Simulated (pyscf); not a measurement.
Structures and frequencies: ωB97X-D3(BJ)/def2-SVP in PySCF. Correlated levels are frozen-core, on RHF or UHF. ΔMP2 is the change of the MP2 total energy from the triple- to the quadruple-zeta basis.

SMILES: B[As]=[SiH2]
```xyz
7

B      0.4299    -1.0267    -0.2165
As     0.2841     0.6309    -1.3249
Si    -0.0709     1.7522     0.4907
H      0.6491    -2.0701    -0.7862
H      0.3108    -1.0376     0.9861
H     -0.3028     3.2262     0.5364
H     -0.1233     1.1963     1.8696
```

Q: What is the homolytic dissociation enthalpy (298 K, CCSD(T)/def2-TZVPP + ΔMP2(QZVPP)) of the As–B bond of H₂B–As=SiH₂, to BH₂• + H₂Si=As•?

A: As–B to BH₂• + H₂Si=As•: 3.58 eV. The radicals are drawn with the spin at the cut bond; how far it spreads was not checked. Other isomers of H₂Si=As• were not searched in full and may lie lower. The CCSD(T) − MP2 part came from Ansatz, without density fitting, on the same reference. A UHF reference is spin-contaminated (<S²> up to 1.14), which harms MP2 most. The frozen core leaves the outer d or s,p core shells of the metals and heavy elements correlated in the MP2 and CC values, and def2-TZVPP describes them poorly, which can shift differences by a few kcal/mol. Elements up to Kr have no core potential and no relativistic terms here.
